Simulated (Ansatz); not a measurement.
Relaxation of CH₃GeO (6 atoms, charge 1, multiplicity 1), to a largest force component of 0.02 eV/Å in at most 50 steps.

The calculation used Ansatz, UKS PBE-D4/def2-SVP.

```xyz
6
Properties=species:S:1:pos:R:3:forces:R:3
O 0.555 -1.742 -0.543 1.60 -1.30 -0.95
C -0.338 -1.201 -0.042 -0.93 1.72 0.71
Ge 0.093 0.969 0.119 -0.06 0.16 0.05
H -1.302 -1.567 0.337 -0.60 -0.27 0.23
H 1.503 1.204 -0.497 0.06 -0.07 -0.04
H -0.511 2.337 0.626 -0.07 -0.24 0.00
```

**Question.** Where does it end, and by what steps?

**Answer.** It converged. After 22 steps the energy has fallen by 0.400 eV; O1 moved furthest, 1.20 Å. Joined: O1–Ge3 (2.83 → 2.23 Å).

```tsv
step	energy less start (eV)	largest force component (eV/Å)	accepted
0	0.0000	1.722	yes
1	-0.0527	0.516	yes
2	-0.0268	1.147	no
3	-0.0714	0.285	yes
4	-0.0831	0.202	yes
5	-0.0878	0.244	yes
6	-0.0889	0.646	yes
7	-0.1162	0.442	yes
8	-0.1099	2.134	no
9	-0.1420	0.549	yes
10	-0.1612	0.445	yes
11	-0.2048	1.020	yes
12	-0.2635	1.375	yes
13	-0.3239	1.185	yes
14	-0.3399	1.005	yes
15	-0.3536	1.155	yes
16	-0.3967	0.235	yes
17	-0.3969	0.231	yes
18	-0.3911	0.331	no
19	-0.3992	0.078	yes
20	-0.3998	0.035	yes
21	-0.3998	0.035	no
22	-0.3999	0.005	yes
```

```xyz
6
Properties=species:S:1:pos:R:3
O 0.521 -1.176 0.520
C -0.503 -0.934 -0.108
Ge 0.110 0.917 -0.113
H -1.292 -1.664 -0.416
H 1.245 1.207 -1.108
H -0.079 1.651 1.225
```

The run took 12 s on 2 threads of AMD EPYC 9R45 96-Core Processor (Zen 5), with other jobs on the host, peak memory 0.19 GiB.
